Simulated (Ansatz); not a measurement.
```yaml
crystal:
  periodic: [false, false, false]
  atoms:
    - {symbol: N, position_ang: [1.533360, -1.356973, -1.552593]}
    - {symbol: Si, position_ang: [0.713911, -1.206640, -0.055553]}
    - {symbol: N, position_ang: [-0.483519, 0.032614, -0.040258]}
    - {symbol: C, position_ang: [-0.740387, 0.941405, 0.766093]}
    - {symbol: N, position_ang: [-1.672298, 1.911054, 0.641382]}
    - {symbol: F, position_ang: [-0.077155, 1.130115, 1.938327]}
    - {symbol: H, position_ang: [1.022643, -1.615403, -2.381765]}
    - {symbol: H, position_ang: [2.273845, -0.711958, -1.776914]}
    - {symbol: H, position_ang: [1.767422, -0.977821, 0.968043]}
    - {symbol: H, position_ang: [-0.008154, -2.479585, 0.190712]}
    - {symbol: H, position_ang: [-1.917792, 2.463849, 1.441830]}
    - {symbol: H, position_ang: [-2.334978, 1.814141, -0.105305]}
basis:
  gaussian: {orbitals: def2-TZVPP}
hamiltonian: {xc: {name: B3LYP}, dispersion: d3bjatm}
scf: {lower_state_search: light}
output: {forces: true}
```

```sh
$ ansatz run in.yaml --threads 4 --pin off --events-out ev --progress --plain --max-ram 10444MiB
```

Output, abridged:

```
Functional definition: B3LYP
1446 factors; their error is unknown
mean field evaluation 1: about -16189.1096 eV, gradient 9.6e1 eV
mean field evaluation 2: about -16165.5658 eV, gradient 1.3e2 eV
mean field evaluation 4: about -16205.1421 eV, gradient 1.2e1 eV
mean field evaluation 8: about -16205.3871 eV, gradient 1.8e-1 eV
mean field evaluation 16: about -16205.4160 eV, gradient 3.8e-4 eV
mean field -16205.41598517 eV, -595.5380530295 hartree, gradient 2.4e-5 eV, S^2 0.000000; 0 other end points of the search recorded, 0 dependent functions left out
reference -16205.41626464 eV, -595.5380632998 hartree; 28, 28 occupied and 253, 253 virtual orbitals, 1446 factors
Total energy: -16205.83755264 eV, -595.5535453484 hartree
Atom 0 at     1.533360    -1.356973    -1.552593 Å, force     0.036747    -0.003243    -0.067426 eV/Å
Atom 1 at     0.713911    -1.206640    -0.055553 Å, force     0.025977    -0.158868     0.174443 eV/Å
Atom 2 at    -0.483519     0.032614    -0.040258 Å, force     0.013277    -0.049076    -0.045275 eV/Å
Atom 3 at    -0.740387     0.941405     0.766093 Å, force    -0.112610    -0.118816    -0.309270 eV/Å
Atom 4 at    -1.672298     1.911054     0.641382 Å, force    -0.172426     0.176981    -0.028622 eV/Å
Atom 5 at    -0.077155     1.130115     1.938327 Å, force     0.246310     0.051764     0.415795 eV/Å
Atom 6 at     1.022643    -1.615403    -2.381765 Å, force     0.014556     0.002520    -0.026128 eV/Å
Atom 7 at     2.273845    -0.711958    -1.776914 Å, force     0.012733    -0.004407    -0.029192 eV/Å
Atom 8 at     1.767422    -0.977821     0.968043 Å, force    -0.075043    -0.015449    -0.070337 eV/Å
Atom 9 at    -0.008154    -2.479585     0.190712 Å, force     0.052199     0.083511    -0.013123 eV/Å
Atom 10 at    -1.917792     2.463849     1.441830 Å, force    -0.022800     0.016602    -0.004410 eV/Å
Atom 11 at    -2.334978     1.814141    -0.105305 Å, force    -0.018920     0.018481     0.003546 eV/Å
Dipole moment:    -0.428283     0.511474    -0.150289 e Å
```

It took 2.1 s on 4 threads of an AMD EPYC 9R45 on a shared host, with 0.83 GiB of host memory at the peak.
